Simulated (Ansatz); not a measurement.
Basis sets compared for W₂O₆⁺ (the lowest doublet isomer of a short search). The state is a doublet with charge 1. Geometry PBE-D4/def2-SVP. Ansatz on 4 threads of Arm Neoverse V1 on a shared host; times are rough, and most runs start from earlier orbitals.

Cartesian coordinates in Å:
```
W -0.008 1.405 0.390
W 0.008 -1.405 -0.390
O 1.398 -2.297 -0.918
O 0.242 -0.330 1.195
O -1.372 -2.456 -0.401
O 1.372 2.456 0.401
O -0.242 0.330 -1.195
O -1.398 2.297 0.917
```

In the def2 sets W takes a core potential; there is no spin–orbit coupling. At PBE-D4/def2-SVP, PBE-D4/def2-TZVP the gap within one spin of the charge 1 doublet nearly closes, so an electron or hole may be smeared out by delocalisation error. The structure comes from a short search, and lower isomers may exist.

```json
{"level": "PBE-D4/def2-SVP", "functions": "148", "energy (Eh)": "-584.7934", "HOMO (eV)": "-13.59", "LUMO (eV)": "-13.57", "wall time": "4.7 s"}
{"level": "PBE0-D4/def2-SVP", "functions": "148", "energy (Eh)": "-584.5632", "HOMO (eV)": "-14.17", "LUMO (eV)": "-13.44", "wall time": "10 s"}
```

**Question.** Estimate the rows for PBE-D4/def2-TZVP, PBE0-D4/def2-TZVP.

**Answer.** 
```json
{"level": "PBE-D4/def2-TZVP", "functions": "266", "energy (Eh)": "-585.3794", "HOMO (eV)": "-13.50", "LUMO (eV)": "-13.49", "wall time": "8.5 s"}
{"level": "PBE0-D4/def2-TZVP", "functions": "266", "energy (Eh)": "-585.1622", "HOMO (eV)": "-14.02", "LUMO (eV)": "-13.30", "wall time": "46 s"}
```
